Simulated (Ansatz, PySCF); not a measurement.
Si(CCH)2(F)(Me) (C5H5FSi), SMILES C[Si](C#C)(C#C)F. Atoms are numbered in the order given.

```xyz
12

C      2.6745    -0.0012    -1.0139
C      1.5602    -0.1003    -0.5424
Si    -0.1341    -0.2750     0.1362
C     -1.1305    -1.5036    -0.8268
F      0.0041    -0.7880     1.6759
C     -0.9429     1.3701     0.1717
C     -1.4971     2.4502     0.1759
H      3.6648     0.0902    -1.4286
H     -0.6382    -2.4885    -0.8218
H     -2.1373    -1.6084    -0.3936
H     -1.2337    -1.1711    -1.8718
H     -1.9853     3.4108     0.1828
```
Charge 0, spin multiplicity 1.

Geometry: ωB97X-D3(BJ)/def2-SVP.

Two levels are set side by side: PBE-D3(BJ)/def2-SVP (Ansatz, a first-principles code) and ωB97X-D3(BJ)/def2-SVP (PySCF). Each level has its own optimised geometry; the coordinates shown are those of the second. Frequencies come from the Hessian of PySCF at each geometry. Differences are taken from unrounded values.

```json
[
 {"quantity": "mean bond length (Å)", "ωB97X-D3(BJ)": "1.367"},
 {"quantity": "bond C1–C2 (Å)", "ωB97X-D3(BJ)": "1.214"},
 {"quantity": "bond C2–Si3 (Å)", "ωB97X-D3(BJ)": "1.834"},
 {"quantity": "bond Si3–C4 (Å)", "ωB97X-D3(BJ)": "1.852"},
 {"quantity": "bond Si3–F5 (Å)", "ωB97X-D3(BJ)": "1.629"},
 {"quantity": "bond Si3–C6 (Å)", "ωB97X-D3(BJ)": "1.833"},
 {"quantity": "bond C6–C7 (Å)", "ωB97X-D3(BJ)": "1.214"},
 {"quantity": "bond C1–H8 (Å)", "ωB97X-D3(BJ)": "1.078"},
 {"quantity": "bond C4–H9 (Å)", "ωB97X-D3(BJ)": "1.101"},
 {"quantity": "bond C4–H10 (Å)", "ωB97X-D3(BJ)": "1.101"},
 {"quantity": "bond C4–H11 (Å)", "ωB97X-D3(BJ)": "1.102"},
 {"quantity": "bond C7–H12 (Å)", "ωB97X-D3(BJ)": "1.078"},
 {"quantity": "highest harmonic wavenumber (cm⁻¹)", "ωB97X-D3(BJ)": "3470"},
 {"quantity": "mean harmonic wavenumber (cm⁻¹)", "ωB97X-D3(BJ)": "1167"},
 {"quantity": "zero-point energy (kcal/mol)", "ωB97X-D3(BJ)": "50.04"}
]
```

Q: What does PBE-D3(BJ) give, and how far is it from ωB97X-D3(BJ)? (The exact figures need the calculation; the answer reports its results.)

A: 
```csv
quantity,PBE-D3(BJ),PBE-D3(BJ) minus ωB97X-D3(BJ)
mean bond length (Å),1.375,0.008
bond C1–C2 (Å),1.228,0.014
bond C2–Si3 (Å),1.834,0.000
bond Si3–C4 (Å),1.863,0.011
bond Si3–F5 (Å),1.642,0.013
bond Si3–C6 (Å),1.834,0.000
bond C6–C7 (Å),1.228,0.014
bond C1–H8 (Å),1.083,0.005
bond C4–H9 (Å),1.108,0.007
bond C4–H10 (Å),1.108,0.007
bond C4–H11 (Å),1.109,0.007
bond C7–H12 (Å),1.083,0.005
highest harmonic wavenumber (cm⁻¹),3389,-81
mean harmonic wavenumber (cm⁻¹),1118,-49
zero-point energy (kcal/mol),47.95,-2.09
```

Exact exchange shortens and stiffens bonds; PBE has none. Differences between two approximate levels are no errors against the true value.
